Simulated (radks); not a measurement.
The numbers below are computed, except where a source is named.
Coulomb parameter of the 4f shell of the dysprosium ion Dy3+ in the model configuration [Xe] 4f8 5d1, as a second difference U = [E(n + 0.5) + E(n - 0.5) - 2 E(n)] / (0.5)^2 with all orbitals relaxed. "Bare": the charge of the atom changes with n. "Screened": the 5d shell takes up the change at fixed total charge, which measures U(4f,4f) + U(5d,5d) - 2 U(4f,5d). Level of theory: Dirac Kohn-Sham, LDA (Slater exchange, Perdew-Wang correlation), spin-unpolarised, spherical densities, finite nucleus; open shells are shared between the two j in proportion to 2j + 1; Fermi nuclear charge, rms radius 5.2218 fm (a radial shooting solver on a logarithmic mesh with Libxc functionals).

case	configuration	E - E(n) (eV)
start	[Xe] 4f8 5d1	0.000
bare +0.5	[Xe] 4f8.5 5d1	-18.674
bare -0.5	[Xe] 4f7.5 5d1	23.692
screened +0.5	[Xe] 4f8.5 5d0.5	-6.934
screened -0.5	[Xe] 4f7.5 5d1.5	8.374

U(bare) = 20.075 eV, U(screened by 5d) = 5.759 eV.
